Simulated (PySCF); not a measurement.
Molecule: SMILES O=C([SiH2]C)C, C$_{3}$H$_{8}$OSi.

Geometry:
```json
{"atom": "C1", "x (Å)": "-2.230", "y (Å)": "0.021", "z (Å)": "-0.047"}
{"atom": "Si2", "x (Å)": "-0.636", "y (Å)": "0.283", "z (Å)": "0.894"}
{"atom": "C3", "x (Å)": "0.824", "y (Å)": "-0.194", "z (Å)": "-0.297"}
{"atom": "C4", "x (Å)": "2.236", "y (Å)": "0.220", "z (Å)": "0.026"}
{"atom": "O5", "x (Å)": "0.558", "y (Å)": "-0.846", "z (Å)": "-1.283"}
{"atom": "H6", "x (Å)": "-2.306", "y (Å)": "0.741", "z (Å)": "-0.875"}
{"atom": "H7", "x (Å)": "-3.114", "y (Å)": "0.133", "z (Å)": "0.598"}
{"atom": "H8", "x (Å)": "-2.227", "y (Å)": "-0.990", "z (Å)": "-0.481"}
{"atom": "H9", "x (Å)": "-0.471", "y (Å)": "1.693", "z (Å)": "1.375"}
{"atom": "H10", "x (Å)": "-0.534", "y (Å)": "-0.614", "z (Å)": "2.090"}
{"atom": "H11", "x (Å)": "2.937", "y (Å)": "-0.233", "z (Å)": "-0.690"}
{"atom": "H12", "x (Å)": "2.315", "y (Å)": "1.319", "z (Å)": "-0.020"}
{"atom": "H13", "x (Å)": "2.497", "y (Å)": "-0.074", "z (Å)": "1.056"}
```

Geometry PBE0-D3(BJ)/def2-SVP throughout; GIAO in PySCF, gas phase, one conformer, non-relativistic; equivalent atoms averaged; functional PBE0.

Q: How do the absolute shieldings σ depend on the basis set? (ppm; last column core-seconds on 1 thread of an Arm Neoverse V2, shared host)

A: 
| basis set | functions | C3 | C4 | C1 | Si2 | O5 | H9/H10 | H11/H12/H13 | H6/H7/H8 | core-s |
| --- | --- | --- | --- | --- | --- | --- | --- | --- | --- | --- |
| pcSseg-0 | 65 | -57.2 | 148.8 | 204.1 | 426.0 | -622.7 | 28.08 | 30.10 | 32.62 | 3.9 |
| cc-pVDZ | 114 | -35.9 | 158.4 | 205.5 | 473.0 | -453.3 | 27.06 | 29.06 | 31.08 | 8.4 |
| aug-cc-pVDZ | 191 | -41.2 | 157.2 | 205.0 | 474.0 | -423.5 | 26.94 | 28.91 | 31.16 | 16 |
| IGLO-III | 264 | -66.9 | 143.6 | 194.2 | 407.5 | -493.9 | 26.89 | 28.96 | 31.16 | 24 |
| cc-pVTZ | 266 | -53.2 | 148.0 | 197.6 | 417.4 | -482.0 | 26.95 | 28.92 | 31.08 | 28 |

Q: Which nucleus moves most, in ppm?

A: O5 (carbonyl oxygen): from -622.7 ppm with pcSseg-0 to -423.5 ppm with aug-cc-pVDZ. The smallest spread is 1.19 ppm, at H11/H12/H13. Proton shifts span only some 12 ppm, so a few tenths of a ppm matter as much there as several ppm in carbon.

Q: Taking the largest basis, cc-pVTZ (266 functions), as the yardstick, rank the others by their worst heavy-atom deviation.

A: IGLO-III 13.7 ppm (264 functions), cc-pVDZ 55.6 ppm (114 functions), aug-cc-pVDZ 58.5 ppm (191 functions), pcSseg-0 140.7 ppm (65 functions).

A small basis that lands close on one nucleus may do so by chance; judge by the trend and by all nuclei.
